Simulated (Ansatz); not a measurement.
Species: sum formula HgOBr, net charge 0, doublet state. The spin state was set by rule; other spins were not relaxed. SMILES: [O]=[Hg][Br]
Coordinates optimised at B3LYP-D3(BJ)/def2-TZVP (Ansatz, a quantum-chemistry and plane-wave program):
```xyz
3

Hg     0.0000     0.0000    -0.5562
Br     0.0000     0.0000     1.8529
O      0.0000     0.0000    -2.5447
```
Charge 0, spin multiplicity 2.

Give the harmonic wavenumbers at B3LYP-D3(BJ)/def2-TZVP (Ansatz, finite differences of forces, unscaled).

119, 124, 247, 561 cm⁻¹. Zero-point energy 1.5 kcal/mol.

From these and the geometry, give the ideal-gas thermochemistry at 298.15 K and 1 atm (rigid rotor, harmonic oscillator).

Point group C∞v, rotational symmetry number 1. Rotational constants 1.149, 1.149 GHz. S(trans) 42.96, S(rot) 19.07, S(vib) 8.42, S(elec, spin only) 1.38, S 71.8 cal/(mol K). H(298) - H(0) 3.37 kcal/mol; G - E(el) -16.5 kcal/mol.
